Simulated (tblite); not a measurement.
Species: C₅H₄NO (doublet state).
Geometry (GFN2-xTB, Å), atoms numbered from 1 in this order:
```
atom  x, y, z in Å
C1    -2.4062    0.0773   -0.1049
N2    -1.2975    0.6708   -0.1316
C3    -0.0934    0.0692   -0.0932
C4     0.2556   -1.2727   -0.0184
O5     1.5619   -1.4243   -0.0045
C6     2.1317   -0.1980   -0.0694
C7     1.1677    0.7549   -0.1257
H8    -2.4890   -1.0099   -0.0459
H9    -3.3093    0.6652   -0.1413
H10    3.2019   -0.1471   -0.0680
H11    1.2820    1.8172   -0.1831
```

Computed with GFN2-xTB (tblite): harmonic, unscaled wavenumbers at the GFN2-xTB geometry, gas phase. Errors from tens to a few hundred cm⁻¹ against measured bands are possible. One conformer, not necessarily the lowest. Open shells enter through the occupations alone, without spin polarisation, and single modes of such species can be off by tens of per cent.

Harmonic wavenumbers (cm⁻¹): 107.9, 169.4, 242.3, 483.4, 531.3, 578.2, 618.2, 670.1, 757.7, 809.6, 832.3, 925.2, 975.1, 1034.5, 1073.2, 1123.5, 1160.1, 1220.8, 1258.0, 1366.0, 1455.0, 1527.0, 1706.1, 2917.9, 3092.7, 3171.3, 3191.8.

A = 8972, B = 2104, C = 1704 MHz; mass 94.029 u (most abundant isotopes); point group Cs, symmetry number 1; spin multiplicity 2.

Problem. What is the zero-point energy?

Solution. Half the sum of the wavenumbers: 16499 cm⁻¹ = 197.38 kJ/mol.

Problem. Give the ideal-gas entropy at 298.15 K and 1 bar in the rigid-rotor, harmonic-oscillator model (classical rotation).

Solution. Translation 165.52, rotation 111.73, vibration 47.30, spin (R ln 2) 5.76: S = 330.3 J/(mol K).

Problem. And Cp and H(298.15 K) − H(0)?

Solution. Cp = 98.80 J/(mol K), of which vibrations give 65.54 (their classical limit is 27 R = 224.5); H(298.15 K) − H(0) = 18.30 kJ/mol without the zero-point energy, 8.38 from vibrations.

Problem. Which modes carry the vibrational entropy at 298.15 K?

Solution. 107.9 cm⁻¹: 13.83; 169.4 cm⁻¹: 10.22; 242.3 cm⁻¹: 7.47; 483.4 cm⁻¹: 2.93; 531.3 cm⁻¹: 2.44; 578.2 cm⁻¹: 2.04 J/(mol K); the other 21 give 8.35 together.

Problem. Blend soft modes into free rotors: weight 1/[1 + (100 cm⁻¹/ν̃)⁴] for the oscillator and the rest for a rotor with moment μB/(μ + B), μ = h/(8π²ν), B = 10⁻⁴⁴ kg m². What vibrational entropy results?

Solution. 46.35 J/(mol K) in place of 47.30, which changes −T·S at 298.15 K by +0.28 kJ/mol.

Problem. What must be added to the electronic energy to get the Gibbs energy at 298.15 K and 1 bar?

Solution. ZPE + [H(298.15 K) − H(0)] − T·S = 197.38 + 18.30 − 98.48 = 117.20 kJ/mol.

Hindered rotation and anharmonicity are outside this model. Other conformers, if any are populated, would add a mixing term that is left out.
